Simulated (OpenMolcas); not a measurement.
Au3+ with its 6 nearest fluoride ions at 2.166 Å, on the Y site of Cs2NaYF6 (a = 9.075 Å, distance in the model lattice 2.178 Å). The rest of the host is ab initio model potentials to 7.6 Å, with orthogonalisation functions on the cations behind the ligands, and point charges beyond; the distance is set by hand and nothing relaxes. Ligand basis ANO-RCC-VDZP.

```json
{
 "Program": "OpenMolcas",
 "Method": "CASSCF",
 "Basis": "ANO-RCC-VDZP [7s6p4d2f]",
 "Scalar Hamiltonian": "DKH2, point nucleus",
 "Active space": "8 electrons in 5 orbitals (5d)",
 "State averaging": "2S+1 = 3 even, 10 roots; 2S+1 = 1 even, 15 roots",
 "Spin-orbit coupling": "state interaction with AMFI integrals over the reference wave functions"
}
```

(1) What is the spin-free ground state (labels of O, the rotations of Oh)?

(2) Where is the first state of the same spin?

(3) What are the lowest two levels with spin-orbit coupling?

(4) What is χT at 300 K, and how does it compare with the textbook value?

(5) Which ligand-field parameters describe the states?

Results:

(1) 3A2, 1-fold in its orbital part; it has the highest spin that d8 allows.

(2) 3T2 at 18300 cm-1 above the ground state.

(3) A 3-fold level, then a 2-fold level 9695 cm-1 above it. Their leading multiplicities are 3 (98 %) and 1 (71 %).

(4) The lowest level has 2S+1 = 3, for which the spin-only value is χT = S(S+1) / 2 = 1.000 cm3 K/mol (g = 2). The computed 1.604 at 300 K differs by +0.604, through orbital momentum, spin-orbit coupling and any other state in reach.

(5) A least-squares ligand-field fit to the states below 45000 cm-1, each weighted by its degeneracy and with a free common offset, gives 10Dq = 17871 cm-1, B = 832 cm-1 and C = 2437 cm-1 (C/B = 2.93), with an rms deviation of 180 cm-1. The same method and metal basis give the free ion B = 927 cm-1 (fit to its terms below 60000 cm-1, rms deviation 6 cm-1), so the nephelauxetic ratio is β = 832 / 927 = 0.90; it hangs on how both fits weigh the states, and computed free-ion B values tend to be too large, so β mixes covalency with correlation.

Without dynamic correlation the repulsion within the d shell is too large (B by tens of per cent), so at a given field states of lower spin stand too high. Real 4d8 and 5d8 ions are as a rule square planar and diamagnetic. The least metal-like active orbital is 76 % on the metal (Löwdin) and no ligand orbital is active, so the numbers are rough. With metal d orbitals alone the field can be off either way by tens of per cent. Ligand-to-metal charge-transfer states are missing. With no ligand orbital active B as a rule stays too high, so bands that hang on it stand too high and its fall with covalency is understated. No measured value stands beside these numbers; the geometry was set by hand and not optimised.
